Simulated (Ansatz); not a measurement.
Consider the formal exchange of groups at a B–Br bond: `FBB([SiH3])Br` + `FC(F)Cl` → `FBB[SiH3]` + `FC(F)(Cl)Br`.

Program: Ansatz. Geometries: PBE0-D4/def2-TZVP. ΔE: electronic, gas phase. CCSD(T)/CBS adds triple-zeta CCSD(T) − MP2 to the extrapolated MP2 energy (def2 sets, frozen cores). Functionals use def2-TZVPP. B3LYP here is the variant with VWN-RPA as its local correlation; programs differ in this. HSE06 is defined as in plane-wave codes. For Br outer-core shells are correlated without core-valence functions, which leaves a few kJ/mol of doubt a bond. Scalar relativity is left out up to krypton. Each species was taken in one conformer, which may not be the lowest.

`FBB([SiH3])Br`:

Cartesian coordinates in Å:
```
F -1.685 -1.121 -1.839
B -0.414 -0.886 -1.542
B 0.018 0.390 -0.531
Si 0.247 0.338 1.471
Br 0.440 2.013 -1.451
H 0.398 -1.628 -2.035
H -0.815 -0.487 2.110
H 0.252 1.697 2.074
H 1.559 -0.317 1.743
```

`FC(F)Cl`:

```xyz
5

F    -0.629   -0.079    1.191
C    -0.003    0.109    0.028
F     1.306    0.210    0.269
Cl   -0.308   -1.260   -1.040
H    -0.366    1.020   -0.449
```

`FBB[SiH3]`:

Cartesian coordinates in Å:
```
F 0.438 -1.138 -2.420
B 0.283 -1.378 -1.123
B -0.634 -0.441 -0.100
Si 0.089 1.164 0.876
H 0.888 -2.327 -0.680
H -1.775 -0.722 0.140
H -0.337 1.191 2.302
H 1.568 1.312 0.820
H -0.520 2.339 0.185
```

`FC(F)(Cl)Br`:

Z-matrix (Å, degrees):
```
C
F 1 1.325
Cl 1 1.755 2 109.5
Br 1 1.936 2 109.1 3 122.4
F 1 1.325 2 108.1 3 -119.2
```

| level | ΔE (kcal/mol) | difference from CCSD(T)/CBS |
| --- | --- | --- |
| LDA (SPW92) | 37.0 | -3.6 |
| PBE-D4 | 37.8 | -2.8 |
| revPBE-D4 | 37.2 | -3.4 |
| BLYP-D4 | 37.1 | -3.5 |
| r2SCAN-D4 | 38.2 | -2.4 |
| B97M-V | 37.3 | -3.3 |
| PBE0-D4 | 39.5 | -1.1 |
| B3LYP-D4 | 38.8 | -1.8 |
| r2SCAN0-D4 | 39.9 | -0.7 |
| HSE06-D4 | 39.5 | -1.1 |
| CAM-B3LYP-D4 | 38.8 | -1.8 |
| ωB97X-V | 38.3 | -2.3 |
| ωB97M-V | 38.4 | -2.2 |
| B2PLYP | 39.9 | -0.7 |
| PBE-QIDH | 41.1 | 0.5 |
| PBE | 37.7 | -2.9 |
| revPBE | 37.9 | -2.7 |
| r2SCAN | 38.1 | -2.5 |
| PBE0 | 39.4 | -1.2 |
| B3LYP | 38.7 | -1.9 |
| r2SCANh | 38.8 | -1.8 |
| r2SCAN0 | 39.8 | -0.8 |
| HSE06 | 39.4 | -1.2 |
| BHLYP | 40.4 | -0.2 |
| CAM-B3LYP | 38.6 | -2.0 |
| LC-ωPBE | 39.1 | -1.5 |
| RPA@PBE/def2-TZVPP | 40.3 | -0.3 |
| MP2/def2-SVP | 42.6 | 2.0 |
| CCSD/def2-SVP | 42.4 | 1.8 |
| CCSD(T)/def2-SVP | 42.1 | 1.5 |
| HF/def2-TZVPP | 42.5 | 1.9 |
| MP2/def2-TZVPP | 41.4 | 0.8 |
| SCS-MP2/def2-TZVPP | 40.7 | 0.1 |
| CCSD/def2-TZVPP | 41.1 | 0.5 |
| CCSD(T)/def2-TZVPP | 40.9 | 0.3 |
| HF/def2-QZVPP | 42.3 | 1.7 |
| MP2/def2-QZVPP | 41.2 | 0.6 |
| SCS-MP2/def2-QZVPP | 40.6 | 0.0 |
| MP2/CBS(def2) | 41.2 | 0.6 |
| CCSD/CBS(def2) | 40.9 | 0.3 |
| CCSD(T)/CBS | 40.6 | 0 |

Largest T1 diagnostic among the species: 0.014.

From PBE to PBE0 (25 % exact exchange), in def2-TZVPP and without D4, ΔE moves by +1.7 kcal/mol. In def2-TZVPP, CCSD(T) changes the Hartree–Fock value by −1.6 kcal/mol (the triples alone add −0.3 kcal/mol) and MP2 by −1.1 kcal/mol.
